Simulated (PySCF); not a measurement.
C5H10O, SMILES CCOC1CC1.

Geometry optimised at r2SCAN-D4/def2-SVP. The values are those of a single conformer.

The numbers are results of r2SCAN-D4/def2-SVP (PySCF), not measurements.

Frequencies are harmonic and unscaled.

### Question
List the normal modes with their intensities. (Estimate from the structure and the level; the computed values follow.)

### Answer

```tsv
mode	ν (cm⁻¹)	IR (km/mol)	moving atoms (share of kinetic energy)
1	81	0.3	C 47 %, H 38 %, O 15 %
2	114	2.5	H 40 %, C 38 %, O 21 %
3	187	0.5	C 47 %, H 35 %, O 18 %
4	263	0.3	H 85 %, C 13 %
5	366	4.4	C 52 %, H 29 %, O 20 %
6	428	2.4	C 47 %, H 35 %, O 17 %
7	482	1.3	C 48 %, H 36 %, O 16 %
8	757	2.1	H 88 %, C 8 %
9	806	5.8	H 79 %, C 20 %
10	818	3.3	H 87 %, C 12 %
11	827	4.7	H 49 %, C 35 %, O 16 %
12	909	14.5	C 44 %, H 44 %, O 12 %
13	978	17.9	C 59 %, H 36 %
14	995	11.6	H 64 %, C 29 %
15	1032	6.2	H 51 %, C 46 %
16	1049	2.7	H 53 %, C 46 %
17	1088	15.7	H 52 %, C 40 %, O 8 %
18	1111	26.5	H 66 %, C 29 %
19	1149	69.0	C 50 %, H 29 %, O 20 %
20	1176	7.2	H 63 %, C 35 %
21	1178	4.4	H 71 %, C 28 %
22	1210	47.2	C 51 %, H 34 %, O 15 %
23	1244	57.4	H 54 %, C 31 %, O 15 %
24	1287	1.5	H 91 %
25	1353	66.8	H 75 %, C 24 %
26	1377	32.9	H 75 %, C 24 %
27	1413	3.6	H 91 %, C 9 %
28	1421	15.3	H 70 %, C 29 %
29	1452	6.9	H 97 %
30	1475	1.9	H 95 %
31	1485	29.5	H 58 %, C 41 %
32	1508	1.3	H 85 %, C 14 %
33	2957	58.6	H 95 %
34	3000	56.2	H 90 %, C 10 %
35	3043	18.8	H 97 %
36	3071	39.5	H 92 %, C 8 %
37	3125	10.1	H 95 %
38	3134	6.6	H 95 %
39	3145	19.3	H 90 %, C 10 %
40	3148	17.3	H 91 %, C 9 %
41	3226	2.3	H 89 %, C 11 %
42	3239	6.4	H 89 %, C 11 %
```
